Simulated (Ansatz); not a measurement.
Reaction (redistribution): `O[C](F)(Cl)[ZnH]` + `CN(C)[SiH3]` → `C[N](C)[ZnH]` + `OC(F)([SiH3])Cl`

Gas-phase electronic energies from Ansatz, PBE0-D4/def2-TZVP geometries. CBS: MP2 limit from def2 TZ/QZ plus the TZ coupled-cluster correction, frozen cores. DFT in def2-TZVPP. B3LYP here is the variant with VWN-RPA as its local correlation; programs differ in this. HSE06 is defined as in plane-wave codes. For Zn outer-core shells are correlated without core-valence functions, which leaves a few kJ/mol of doubt a bond. Scalar relativity is left out up to krypton. One conformer a species, not always the lowest.

| level | ΔE (kJ/mol) | difference from CCSD(T)/CBS |
| --- | --- | --- |
| revPBE-D4 | 33.7 | 1.0 |
| BLYP-D4 | 33.9 | 1.2 |
| B97M-V | 40.2 | 7.5 |
| PBE0-D4 | 35.3 | 2.6 |
| B3LYP-D4 | 36.4 | 3.7 |
| r2SCANh-D4 | 34.1 | 1.4 |
| r2SCAN0-D4 | 36.2 | 3.5 |
| HSE06-D4 | 35.4 | 2.7 |
| BHLYP-D4 | 40.2 | 7.5 |
| CAM-B3LYP-D4 | 35.2 | 2.5 |
| ωB97X-V | 34.4 | 1.7 |
| ωB97M-V | 37.6 | 4.9 |
| B2PLYP | 33.3 | 0.6 |
| PBE-QIDH | 34.3 | 1.6 |
| PBE | 31.3 | -1.4 |
| revPBE | 32.5 | -0.2 |
| BLYP | 33.2 | 0.5 |
| r2SCAN | 32.6 | -0.1 |
| PBE0 | 35.1 | 2.4 |
| B3LYP | 36.0 | 3.3 |
| r2SCANh | 34.0 | 1.3 |
| r2SCAN0 | 36.1 | 3.4 |
| HSE06 | 35.1 | 2.4 |
| BHLYP | 39.9 | 7.2 |
| CAM-B3LYP | 35.0 | 2.3 |
| HF/def2-SVP | 37.3 | 4.6 |
| MP2/def2-SVP | 28.5 | -4.2 |
| CCSD/def2-SVP | 29.6 | -3.1 |
| CCSD(T)/def2-SVP | 29.2 | -3.5 |
| HF/def2-TZVPP | 45.2 | 12.5 |
| MP2/def2-TZVPP | 29.4 | -3.3 |
| SCS-MP2/def2-TZVPP | 31.2 | -1.5 |
| CCSD/def2-TZVPP | 33.4 | 0.7 |
| CCSD(T)/def2-TZVPP | 31.7 | -1.0 |
| HF/def2-QZVPP | 44.5 | 11.8 |
| MP2/def2-QZVPP | 29.7 | -3.0 |
| SCS-MP2/def2-QZVPP | 31.5 | -1.2 |
| HF/CBS(def2) | 44.4 | 11.7 |
| MP2/CBS(def2) | 30.4 | -2.3 |
| CCSD/CBS(def2) | 34.4 | 1.7 |
| CCSD(T)/CBS | 32.7 | 0 |

Largest T1 diagnostic among the species: 0.015.

From PBE to PBE0 (25 % exact exchange), in def2-TZVPP and without D4, ΔE moves by +3.8 kJ/mol. Leaving LDA and LC-ωPBE aside and taking each functional with its dispersion term where it has one, the values, not all of them listed here, spread over 8.6 kJ/mol, from PBE-D4 to B97M-V. LDA lies −4.2 kJ/mol from PBE without D4. At CCSD(T), def2-SVP lies −3.5 kJ/mol from the extrapolated value and def2-TZVPP −1.0 kJ/mol.

CCSD(T)/CBS has its own doubt, a few kJ/mol and more with outer-core shells, so smaller differences from it don't rank the levels.
